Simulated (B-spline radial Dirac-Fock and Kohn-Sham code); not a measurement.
## Satellites and hypersatellites of the K lines of Xe⁵⁺

System: Xe⁵⁺ in the configuration [Kr] 4d10 5s2 5p1.

The computed values come from an atomic code on a B-spline grid: ΔSCF Dirac-Fock with Breit, self-energy and vacuum polarisation, finite nucleus, configuration average. Each two-hole energy is an average over J within one jj subconfiguration, not an observable level; in light atoms, where LS coupling holds, the j-resolved values are not observed lines, and for a K spectator the Kα1 hypersatellite is nearly forbidden. No correlation.

Lines without a spectator: Kα2 (K-L2) 29456.8 eV, Kα1 (K-L3) 29777.3 eV, Kβ3 (K-M2) 33559.7 eV, Kβ1 (K-M3) 33621.9 eV. Shifts in eV with one spectator hole (a dash: not computed, or left out as unreliable):

| spectator hole | Kα2 | Kα1 | Kβ3 | Kβ1 |
| --- | --- | --- | --- | --- |
| K (1s) | +635.2 | +659.2 | +812.9 | +818.1 |
| L2 (2p1/2) | +71.9 | +91.6 | – | +190.8 |
| L3 (2p3/2) | +67.6 | +68.7 | +165.0 | – |
| M2 (3p1/2) | – | +11.29 | +24.90 | +30.0 |
| M3 (3p3/2) | +7.92 | – | +24.83 | +24.37 |
| M4 (3d3/2) | +1.72 | -1.20 | – | – |
| M5 (3d5/2) | -1.83 | +0.41 | – | – |

Run: 43 s of CPU time on 1 thread of Neoverse-V1 (shared host), peak memory 0.47 GiB.
